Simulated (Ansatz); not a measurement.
Frontier orbitals of `F[SiH2][O][GeH2][Cl]`.

Cartesian coordinates in Å:
```
F 1.300 -1.693 0.907
Si 1.161 -0.108 1.046
O 0.465 0.497 -0.290
Ge -1.018 0.255 -1.211
Cl -2.588 -0.193 0.182
H 2.521 0.460 1.141
H 0.339 0.148 2.248
H -0.843 -0.952 -2.134
H -1.336 1.586 -1.890
```

Charge 0, multiplicity 1. Correlated methods include outer-core shells of Ge, which these sets cover unevenly. Scalar relativity is left out up to krypton. All single points use the PBE0-D4/def2-TZVP geometry. It is one conformer, not always the lowest. Basis def2-TZVPP, Ansatz 0.2.0.

| functional | HOMO (eV) | LUMO (eV) | gap (eV) |
| --- | --- | --- | --- |
| PBE | -7.60 | -1.19 | 6.41 |
| PBE0 | -9.04 | -0.20 | 8.84 |
| B3LYP | -8.80 | -0.52 | 8.28 |
| r2SCAN0 | -9.29 | 0.01 | 9.30 |
| ωB97M-V | -11.30 | 1.74 | 13.04 |

Against PBE, PBE0 changes HOMO and LUMO by −1.44 and +0.99 eV, ωB97M-V by −3.70 and +2.93 eV. A gap of 6.41 eV thus becomes 13.04 eV for the same molecule, so an orbital gap means little without its functional. A positive LUMO is unbound and depends on the basis.

B3LYP here is the variant with VWN-RPA as its local correlation; programs differ in this.
